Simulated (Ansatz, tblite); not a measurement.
Cost and result up the ladder for Cu(NH3)(SiH3) (CuSiNH6) (9 atoms). The state is a singlet with charge 0. Geometry: PBE0-D4/def2-TZVP.

```
atom   x (Å)   y (Å)   z (Å)
 Cu1   0.051   0.168   0.096
  N2   0.563   1.854   1.057
  H3   0.484   2.663   0.450
  H4   1.521   1.814   1.390
  H5  -0.034   2.016   1.861
 Si6  -0.527  -1.736  -0.989
  H7  -0.318  -2.993  -0.198
  H8   0.227  -1.981  -2.263
  H9  -1.967  -1.805  -1.404
```

Ansatz on 4 threads of Intel Xeon on a shared host; xTB runs through tblite on one thread. Times are rough, summed over both states, and most runs start from the orbitals of an earlier one. PBE0-D4/def2-TZVP serves as the yardstick here, not as an exact answer. The other state is a triplet.

The xTB rows come from tblite.

xTB has no spin-polarisation term.

| level | functions | wall time | vertical triplet (eV) | difference from PBE0-D4/def2-TZVP (eV) |
| --- | --- | --- | --- | --- |
| GFN2-xTB | 28 | 0.008 s | 5.15 | 0.91 |
| GFN1-xTB | 34 | 0.01 s | 4.22 | -0.03 |
| PBE-D4/def2-TZVP | 149 | 3.2 s | 4.16 | -0.09 |
| PBE0-D4/def2-TZVP | 149 | 4.8 s | 4.24 | 0.00 |
| r2SCAN-D4/def2-TZVP | 149 | 9.8 s | 4.22 | -0.03 |
